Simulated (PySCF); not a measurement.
Compound: C2H7FSi2.
Z-matrix (Å and degrees, PBE0-D3(BJ)/def2-SVP geometry), rows numbered from 1:
```
C 
C   1  1.3385
Si  2  1.8616  1  123.54
F   3  1.6364  2  109.08  1   122.01
Si  3  2.3469  2  111.75  1     2.31
H   1  1.0956  2  122.14  3   178.42
H   1  1.0968  2  122.26  3    -1.55
H   2  1.0988  1  118.13  3  -178.81
H   3  1.4946  2  110.21  1  -122.01
H   5  1.4954  3  110.88  2    52.37
H   5  1.4968  3  109.77  2   -67.56
H   5  1.4942  3  109.79  2   172.86
```

Computed, not measured: PBE0-D3(BJ)/def2-SVP geometry optimisation, gas phase in PySCF.

Masses are those of the commonest isotopes; rigid-rotor values at the optimised geometry. The values belong to one conformer with, in the numbering `[CH2:1]=[CH:2][Si@H:3]([F:4])[SiH3:5]`, C1–C2–Si3–F4 122°.

(1) What are A, B and C (MHz)?

(2) Classify the top.

(3) What does the inertial defect say?

(4) Give the other two planar moments, Paa and Pbb, and the rms extents of the mass along the axes.

(5) Give the coordinates in the principal-axis frame, origin at the centre of mass.

(6) Where do the levels up to J = 5 lie, in MHz?

(7) Predict some low-J microwave lines.

(8) Estimate the classical rotational partition function at 25 K, 200 K and 500 K.

Answers

(1) Ia = 160.96, Ib = 208.12, Ic = 332.15 u·Å²; 505379 MHz·u·Å²/I gives A = 3140, B = 2428, C = 1522 MHz.

(2) An asymmetric top. Ray's parameter κ = (2B − A − C)/(A − C) = 0.121; −1 is the prolate and +1 the oblate limit.

(3) Not planar: Δ = Ic − Ia − Ib = -36.93 u·Å². For a rigid frame Δ = −2 Σ m c², so Σ m c² = 18.46 u·Å² lies off the ab plane: 6.97 from hydrogen and 11.49 from heavier atoms. The atom farthest from that plane is 1.86 Å away.

(4) Paa = Σ m a² = (Ib + Ic − Ia)/2 = 189.65 and Pbb = Σ m b² = (Ia + Ic − Ib)/2 = 142.50 u·Å². With the mass M = 106.01 u, the rms extents √(P/M) along a, b and c are 1.34, 1.16, 0.42 Å.

(5) The sense of each axis is arbitrary; atoms in the order of the calculation.
```json
{"atom": "C1", "mass (u)": "12.000", "a (Å)": "-1.841", "b (Å)": "1.569", "c (Å)": "0.296"}
{"atom": "C2", "mass (u)": "12.000", "a (Å)": "-1.748", "b (Å)": "0.302", "c (Å)": "-0.124"}
{"atom": "Si3", "mass (u)": "27.977", "a (Å)": "-0.129", "b (Å)": "-0.559", "c (Å)": "-0.445"}
{"atom": "F4", "mass (u)": "18.998", "a (Å)": "-0.040", "b (Å)": "-1.897", "c (Å)": "0.493"}
{"atom": "Si5", "mass (u)": "27.977", "a (Å)": "1.703", "b (Å)": "0.818", "c (Å)": "0.062"}
{"atom": "H6", "mass (u)": "1.008", "a (Å)": "-2.807", "b (Å)": "2.062", "c (Å)": "0.453"}
{"atom": "H7", "mass (u)": "1.008", "a (Å)": "-0.957", "b (Å)": "2.183", "c (Å)": "0.505"}
{"atom": "H8", "mass (u)": "1.008", "a (Å)": "-2.679", "b (Å)": "-0.253", "c (Å)": "-0.308"}
{"atom": "H9", "mass (u)": "1.008", "a (Å)": "-0.072", "b (Å)": "-1.042", "c (Å)": "-1.858"}
{"atom": "H10", "mass (u)": "1.008", "a (Å)": "1.587", "b (Å)": "1.371", "c (Å)": "1.446"}
{"atom": "H11", "mass (u)": "1.008", "a (Å)": "1.761", "b (Å)": "1.959", "c (Å)": "-0.905"}
{"atom": "H12", "mass (u)": "1.008", "a (Å)": "2.970", "b (Å)": "0.033", "c (Å)": "-0.044"}
```

(6) Above 0(0,0):
J = 1: 1(0,1) 3950, 1(1,1) 4661, 1(1,0) 5568
J = 2: 2(0,2) 11370, 2(1,2) 11654, 2(1,1) 14374, 2(2,1) 16509, 2(2,0) 16989
J = 3: 3(0,3) 21814, 3(1,3) 21893, 3(1,2) 27146, 3(2,2) 28358, 3(2,1) 30243, 3(3,1) 34433, 3(3,0) 34620
J = 4: 4(0,4) 35232, 4(1,4) 35250, 4(1,3) 43268, 4(2,3) 43757, 4(2,2) 47963, 4(3,2) 50861, 4(3,1) 51911, 4(4,1) 58536, 4(4,0) 58596
J = 5: 5(0,5) 51668, 5(1,5) 51672, 5(1,4) 62319, 5(2,4) 62467, 5(2,3) 69584, 5(3,3) 71161, 5(3,2) 74098, 5(4,2) 79324, 5(4,1) 79786, 5(5,1) 88877, 5(5,0) 88894
Those of J = 1 are B + C, A + C and A + B.

(7) The dipole components are |μa| = 0.85 D, |μb| = 1.63 D, |μc| = 0.52 D. Intensities carry the squares of the components, which stand as 0.27 : 1.00 : 0.10 (a : b : c). Some lines, for components of 0.1 D or more:

```csv
type,branch,"J(Ka,Kc)",MHz,lower level (cm⁻¹)
a,Q,"1(1,0) ← 1(1,1)",907,0.155
c,Q,"3(2,2) ← 3(1,2)",1212,0.905
a,Q,"2(1,1) ← 2(1,2)",2720,0.389
b,Q,"3(2,1) ← 3(1,2)",3097,0.905
b,Q,"4(3,1) ← 4(2,2)",3948,1.600
b,Q,"4(2,2) ← 4(1,3)",4695,1.443
b,Q,"2(2,1) ← 2(1,2)",4855,0.389
b,Q,"3(3,1) ← 3(2,2)",6075,0.946
b,Q,"3(2,2) ← 3(1,3)",6466,0.730
c,Q,"4(4,1) ← 4(3,1)",6625,1.732
b,Q,"4(3,2) ← 4(2,3)",7103,1.460
a,R,"2(0,2) ← 1(0,1)",7420,0.132
b,Q,"4(1,3) ← 4(0,4)",8036,1.175
b,Q,"4(2,3) ← 4(1,4)",8507,1.176
b,R,"3(0,3) ← 2(1,2)",10160,0.389
c,R,"2(1,1) ← 1(0,1)",10425,0.132
b,R,"2(2,1) ← 1(1,0)",10941,0.186
c,R,"2(2,1) ← 1(1,1)",11847,0.155
b,R,"4(0,4) ← 3(1,3)",13340,0.730
b,R,"4(1,4) ← 3(0,3)",13436,0.728
b,R,"4(2,2) ← 3(3,1)",13530,1.149
b,R,"3(2,2) ← 2(1,1)",13984,0.479
a,R,"4(2,2) ← 3(2,1)",17720,1.009
c,R,"4(2,3) ← 3(1,3)",21865,0.730
c,R,"4(3,2) ← 3(2,2)",22502,0.946
```

(8) Point group C1, symmetry number σ = 1; q = (√π/σ)·√((kT/h)³/(ABC)), k/h = 20836.6 MHz/K: 6190 at 25 K, 140000 at 200 K, 553000 at 500 K.

No frequency check. These are rigid-rotor constants of the computed structure; measured ground-state constants (B0) also hold zero-point vibration. A rigid rotor knows nothing of internal rotation, which can split or shift real lines.
